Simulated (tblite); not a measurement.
Species: C₈H₁₄BF.
Atom-mapped SMILES: `[CH2:1]=[C:2]([CH3:3])/[CH:4]=[C:5](\[BH:6][F:7])[CH2:8][CH2:9][CH3:10]` (hydrogens: H11, H12 on C1; H13, H14, H15 on C3; H16 on C4; H17 on B6; H18, H19 on C8; H20, H21 on C9; H22, H23, H24 on C10)

Computed with GFN2-xTB (tblite), gas phase: L-BFGS steps from a force-field or distance-geometry start until the largest atomic force falls under 0.01 eV/Å.

Step 53: E = -822.7445 eV
```
atom  x, y, z in Å  |  force x, y, z in eV/Å
C1      2.4366   -2.1638    0.6747   -0.001  -0.012   0.007
C2      1.8986   -1.0415    0.1940   -0.002  -0.018   0.000
C3      2.5697   -0.2817   -0.9084   -0.007  -0.010   0.006
C4      0.6374   -0.5540    0.7262    0.007   0.008   0.005
C5      0.0086    0.5832    0.3980    0.003   0.016   0.018
B6      0.4606    1.6454   -0.6628    0.002  -0.001  -0.004
F7      0.3000    1.4224   -1.9533   -0.006   0.003  -0.028
C8     -1.2753    0.9502    1.1105   -0.007   0.005  -0.005
C9     -2.4753    0.9536    0.1536    0.005   0.002  -0.002
C10    -2.6661   -0.3991   -0.5209   -0.012   0.009   0.000
H11     1.9643   -2.7331    1.4567   -0.012  -0.011   0.006
H12     3.3662   -2.5534    0.2964    0.011  -0.005   0.017
H13     2.6020    0.7853   -0.6833   -0.039   0.007   0.012
H14     3.5865   -0.6371   -1.0575    0.006  -0.004  -0.006
H15     2.0159   -0.4154   -1.8358    0.013   0.025  -0.031
H16     0.2031   -1.1886    1.4922    0.015   0.015   0.005
H17     0.8370    2.7262   -0.3778   -0.020  -0.002   0.016
H18    -1.1637    1.9501    1.5396   -0.020  -0.005   0.008
H19    -1.4694    0.2492    1.9261    0.032  -0.016  -0.031
H20    -2.3297    1.7209   -0.6105    0.023  -0.003   0.009
H21    -3.3772    1.2069    0.7170    0.023   0.026  -0.002
H22    -2.8413   -1.1734    0.2228    0.010  -0.010  -0.006
H23    -1.7815   -0.6648   -1.0947   -0.012  -0.003   0.006
H24    -3.5188   -0.3677   -1.1950   -0.010  -0.015   0.000
```

Step 54: E = -822.7450 eV
```
atom  x, y, z in Å  |  force x, y, z in eV/Å
C1      2.4363   -2.1641    0.6744    0.007  -0.017   0.010
C2      1.8992   -1.0417    0.1936   -0.022  -0.017   0.002
C3      2.5702   -0.2825   -0.9088   -0.005  -0.009   0.004
C4      0.6380   -0.5541    0.7249   -0.013   0.021   0.008
C5      0.0096    0.5839    0.3977   -0.012   0.020   0.024
B6      0.4601    1.6468   -0.6631    0.002  -0.009  -0.008
F7      0.3043    1.4218   -1.9543   -0.004   0.010  -0.008
C8     -1.2748    0.9496    1.1114   -0.012   0.004  -0.010
C9     -2.4746    0.9543    0.1534    0.011   0.012   0.002
C10    -2.6676   -0.3987   -0.5196   -0.004   0.008   0.001
H11     1.9647   -2.7338    1.4563   -0.015  -0.010   0.007
H12     3.3660   -2.5520    0.2958    0.022  -0.017   0.016
H13     2.5950    0.7849   -0.6871   -0.029   0.020   0.015
H14     3.5888   -0.6335   -1.0536    0.017  -0.003  -0.005
H15     2.0209   -0.4214   -1.8377    0.002   0.020  -0.040
H16     0.2013   -1.1885    1.4897    0.025   0.012   0.006
H17     0.8314    2.7290   -0.3760   -0.021  -0.004   0.007
H18    -1.1650    1.9496    1.5428   -0.015  -0.035  -0.001
H19    -1.4694    0.2452    1.9245    0.037   0.001  -0.035
H20    -2.3251    1.7206   -0.6111    0.016  -0.005   0.008
H21    -3.3766    1.2110    0.7154    0.030   0.023  -0.004
H22    -2.8432   -1.1718    0.2251   -0.002  -0.013   0.000
H23    -1.7823   -0.6669   -1.0907   -0.007  -0.001  -0.006
H24    -3.5192   -0.3678   -1.1953   -0.005  -0.013   0.008
```

Step 55: E = -822.7455 eV
```
atom  x, y, z in Å  |  force x, y, z in eV/Å
C1      2.4359   -2.1651    0.6746    0.013  -0.015   0.010
C2      1.8995   -1.0428    0.1932   -0.034  -0.012   0.001
C3      2.5702   -0.2835   -0.9088   -0.004  -0.003  -0.001
C4      0.6387   -0.5536    0.7236   -0.028   0.026   0.010
C5      0.0108    0.5849    0.3968   -0.020   0.018   0.020
B6      0.4597    1.6482   -0.6644    0.002  -0.015  -0.008
F7      0.3078    1.4219   -1.9564   -0.002   0.018   0.015
C8     -1.2739    0.9489    1.1117   -0.012   0.002  -0.014
C9     -2.4736    0.9547    0.1534    0.013   0.017   0.002
C10    -2.6693   -0.3984   -0.5185    0.006   0.004   0.002
H11     1.9647   -2.7352    1.4566   -0.014  -0.007   0.004
H12     3.3662   -2.5510    0.2960    0.026  -0.027   0.017
H13     2.5872    0.7843   -0.6885   -0.016   0.027   0.016
H14     3.5906   -0.6298   -1.0511    0.022   0.000   0.000
H15     2.0247   -0.4252   -1.8393   -0.007   0.013  -0.042
H16     0.2003   -1.1868    1.4882    0.030   0.004   0.010
H17     0.8265    2.7311   -0.3741   -0.021  -0.004  -0.007
H18    -1.1668    1.9487    1.5453   -0.007  -0.052  -0.004
H19    -1.4674    0.2411    1.9222    0.034   0.012  -0.030
H20    -2.3201    1.7201   -0.6110    0.008  -0.004   0.000
H21    -3.3752    1.2150    0.7145    0.029   0.019  -0.005
H22    -2.8445   -1.1710    0.2266   -0.016  -0.012   0.005
H23    -1.7835   -0.6686   -1.0874    0.000   0.000  -0.019
H24    -3.5199   -0.3681   -1.1958   -0.001  -0.009   0.017
```

**Question.** Estimate the geometry and energy of step 56. (The exact step hangs on the optimiser's Hessian estimate; all steps are aligned on step 55, rigid shifts and turns removed.)

**Answer.** E = -822.7460 eV, largest force 0.048 eV/Å
```
atom  x, y, z in Å  |  force x, y, z in eV/Å
C1      2.4356   -2.1666    0.6752    0.012  -0.006   0.006
C2      1.8993   -1.0444    0.1929   -0.033  -0.004  -0.004
C3      2.5698   -0.2843   -0.9086   -0.005   0.005  -0.009
C4      0.6392   -0.5526    0.7226   -0.029   0.019   0.010
C5      0.0116    0.5863    0.3960   -0.017   0.007   0.007
B6      0.4592    1.6493   -0.6660    0.001  -0.015  -0.004
F7      0.3102    1.4229   -1.9586    0.000   0.022   0.029
C8     -1.2732    0.9482    1.1114   -0.004  -0.003  -0.013
C9     -2.4726    0.9550    0.1534    0.012   0.015  -0.002
C10    -2.6707   -0.3982   -0.5176    0.015  -0.002   0.004
H11     1.9644   -2.7369    1.4573   -0.011  -0.002  -0.002
H12     3.3668   -2.5510    0.2969    0.019  -0.031   0.019
H13     2.5801    0.7838   -0.6882   -0.002   0.020   0.013
H14     3.5920   -0.6266   -1.0497    0.015   0.006   0.007
H15     2.0270   -0.4271   -1.8409   -0.008   0.006  -0.032
H16     0.2001   -1.1844    1.4877    0.027  -0.003   0.017
H17     0.8224    2.7327   -0.3726   -0.019  -0.002  -0.018
H18    -1.1687    1.9470    1.5473    0.002  -0.048  -0.001
H19    -1.4643    0.2373    1.9193    0.023   0.012  -0.016
H20    -2.3156    1.7197   -0.6108    0.000  -0.001  -0.011
H21    -3.3732    1.2188    0.7139    0.022   0.016  -0.003
H22    -2.8454   -1.1708    0.2277   -0.025  -0.006   0.008
H23    -1.7848   -0.6699   -1.0852    0.006   0.001  -0.028
H24    -3.5208   -0.3686   -1.1957    0.000  -0.005   0.024
```

The energy changes by -0.0005 eV. The first-order estimate −F·Δx gives -0.0007 eV and the mean of the old and new forces, exact on a quadratic surface, -0.0005 eV. The step makes an angle of 71° with the force vector and moves no atom by more than 0.007 Å.

The cost below is that of the whole relaxation. Hardware: one thread, Intel Xeon at 2.50 GHz (x86_64), on a shared host. Cost: 3.2 s of wall time.
